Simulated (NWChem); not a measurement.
**Lowest excitation of Cl2Hg**

SMILES: [Cl][Hg][Cl]
```xyz
3

Hg     0.0000     0.0000     0.0000
Cl     0.0000     0.0000     2.2823
Cl     0.0000     0.0000    -2.2823
```
Charge 0, spin multiplicity 1.

All runs are NWChem calculations. Structure: optimised with PBE0/def2-SVP with def2 effective core potentials on Hg, a minimum by its harmonic frequencies.

Basis set: def2-SVPD.

```
method        lowest vertical singlet excitation energy (eV)  relative cost  difference from EOM-CCSD
------------  ----------------------------------------------  -------------  ------------------------
CIS                                                     6.45              1                     +1.04
TD-B3LYP                                                4.64        under 3                     -0.76
EOM-CCSD                                                5.41              8                      0.00
TD-BHandHLYP                                            5.30        under 3                     -0.11
```

The values span 1.81 eV, from TD-B3LYP (lowest) to CIS (highest). The cost column gives rough processor time relative to CIS; each entry includes its own SCF.

Effective core potentials replace the inner electrons of Hg; spin-orbit coupling is left out. The correlated methods keep 14 core orbitals frozen. B3LYP has NWChem's definition, with VWN1-RPA local correlation. The structure started from a generated list of species. No row is a measurement; the coupled-cluster row has its own basis-set and correlation limits.
